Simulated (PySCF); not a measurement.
## MB for M along the fifth-period p block

r²SCAN with double-zeta basis sets in PySCF, for the lowest determinant that a PBE0 search found; no spin–orbit coupling. De refers to high-spin ground-configuration atoms. A positive dipole means M(−)B(+).

| M | basis | state (unpaired electrons) | Re (Å) | ωe (cm⁻¹) | De (eV) | μ (D) |
| --- | --- | --- | --- | --- | --- | --- |
| Sn | def2-SVP | quartet (σ ↑, π ↑↑) | 2.185 | 566 | 3.00 | -1.25 |
| Sb | x2c-SVPall | triplet (σ ↑, π ↑) | 2.058 | 705 | 2.69 | -0.66 |
| Te | aug-cc-pVDZ/aug-cc-pVDZ-PP | doublet (σ ↑) | 1.964 | 823 | 4.17 | -0.10 |
| I | x2c-SVPall | singlet (closed shell) | 2.140 | 584 | 3.82 | -1.63 |

The shortest bond is that of BTe (1.964 Å), the longest that of SnB (2.185 Å).

The rows differ in basis set, which adds steps of its own.

The state changes along the series, so neighbouring rows are not always alike in their bonding.

These are scalar-relativistic numbers at best; spin–orbit coupling would shift them, the dissociation energy most. States were picked by a PBE0 search and need not be the measured ground states.
